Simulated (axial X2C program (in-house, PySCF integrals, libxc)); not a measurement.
Basis sets for CaB

Calculated with an in-house relativistic program for diatomic molecules, spin-free (one-electron X2C) or two-component (2c: spin–orbit coupling with atomic mean-field Coulomb and Gaunt terms, which also bring small scalar terms), in Dyall basis sets with cores contracted in-house; open shells are unrestricted.

| Hamiltonian | level | Dyall basis | state | Re (Å) | ωe (cm⁻¹) | De (eV) |
| --- | --- | --- | --- | --- | --- | --- |
| spin-free | HF | Ca v3z, B v3z | M_S = 3/2, Λ = 0 | 2.451 | 436.6 | n/a |
| spin-free | PBE0 | Ca v3z, B v3z | M_S = 3/2, Λ = 0 | 2.346 | 477.2 | n/a |
| spin-free | PW91 | Ca v3z, B v3z | M_S = 3/2, Λ = 0 | 2.335 | 482.0 | n/a |
| 2c | HF | Ca v3z, B v3z | Ω = 3/2 | 2.451 | 436.9 | n/a |
| 2c | PBE0 | Ca v3z, B v3z | Ω = 3/2 | 2.345 | 477.2 | n/a |

In the other basis sets:

| Hamiltonian | level | Dyall basis | state | Re (Å) | ωe (cm⁻¹) | De (eV) |
| --- | --- | --- | --- | --- | --- | --- |
| spin-free | HF | Ca cv3z, B v3z | M_S = 3/2, Λ = 0 | 2.436 | 439.1 | n/a |
| spin-free | PBE0 | Ca cv3z, B v3z | M_S = 3/2, Λ = 0 | 2.308 | 489.8 | n/a |
| spin-free | PW91 | Ca cv3z, B v3z | M_S = 3/2, Λ = 0 | 2.299 | 490.9 | n/a |
| 2c | HF | Ca cv3z, B v3z | Ω = 3/2 | 2.436 | 439.0 | n/a |
| 2c | PBE0 | Ca cv3z, B v3z | Ω = 3/2 | 2.308 | 489.8 | n/a |

Problem. How far does the basis move Re and ωe?

Solution. HF spin-free, Ca v3z, B v3z to Ca cv3z, B v3z: ΔRe -0.015 Å, Δωe 2.5 cm⁻¹; PBE0 spin-free, Ca v3z, B v3z to Ca cv3z, B v3z: ΔRe -0.038 Å, Δωe 12.6 cm⁻¹; PW91 spin-free, Ca v3z, B v3z to Ca cv3z, B v3z: ΔRe -0.036 Å, Δωe 8.9 cm⁻¹; HF 2c, Ca v3z, B v3z to Ca cv3z, B v3z: ΔRe -0.015 Å, Δωe 2.1 cm⁻¹; PBE0 2c, Ca v3z, B v3z to Ca cv3z, B v3z: ΔRe -0.037 Å, Δωe 12.6 cm⁻¹.

Each entry is the lowest single determinant of a limited PBE0 search at one distance. De goes to single-determinant-based atoms at the same level (for ions the charge split of lowest energy) and is withheld (n/a) where an atom does not fit its ground term or J level. Main or longest-lived isotopes. One determinant is a doubtful description, or other states lie close, for CaB; these need not be ground states, and all values refer to the states named. With several unpaired electrons the Ω given is that of one determinant, not necessarily of the lowest component. The functionals have no current term, which raises determinants with orbital currents.
